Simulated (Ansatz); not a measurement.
Ansatz (a first-principles code) input (RPA@PBE/def2-QZVPP):
A basis named .json is the Basis Set Exchange file of that set.

Ansatz 0.2 input:
```yaml
crystal:
  periodic: [false, false, false]
  atoms:
    - {symbol: La, position_ang: [0.03573822, -0.30860268, 0.08254766]}
    - {symbol: F, position_ang: [2.13136139, -0.78223000, 0.06698704]}
    - {symbol: F, position_ang: [-0.94720024, -0.63086990, 1.96567731]}
    - {symbol: Cl, position_ang: [-0.74673699, 1.78283836, -1.35289388]}
basis:
  gaussian:
    orbitals: def2-QZVPP.json
hamiltonian:
  xc: pbe
magnetization: {spin_polarized: false}
correlation: {method: rpa, electrons: outside_noble_gas}
```

End of the output:

```
integrals: 0.67 GiB planned
1624 factors; integrals over basis functions are off by at most 7.8e-4 eV
mean field: 1.58 GiB planned
mean field evaluation 1: about -18809.5828 eV, gradient 6.9e1 eV
mean field evaluation 2: about -18809.5830 eV, gradient 6.9e1 eV
mean field evaluation 4: about -18815.4034 eV, gradient 2.6e1 eV
mean field evaluation 8: about -18816.9490 eV, gradient 5.6e-1 eV
mean field evaluation 16: about -18816.9490 eV, gradient 3.2e-4 eV
mean field evaluation 32: about -18795.8222 eV, gradient 3.0e1 eV
mean field -18816.94899707 eV, -691.5101210560 hartree, gradient 1.4e-6 eV, S^2 0.000000; 0 other end points of the search recorded, 0 dependent functions left out
11 core orbitals not correlated, not the lowest: weight in the atoms' cores, before any rotation towards them, 0.821 or more for the frozen orbitals, at most 0.163 for the correlated occupied ones
reference -18772.07209014 eV, -689.8609251452 hartree; 12, 12 occupied and 242, 242 virtual orbitals, 1624 factors
Total energy: -18807.32672023 eV, -691.1565089044 hartree
```
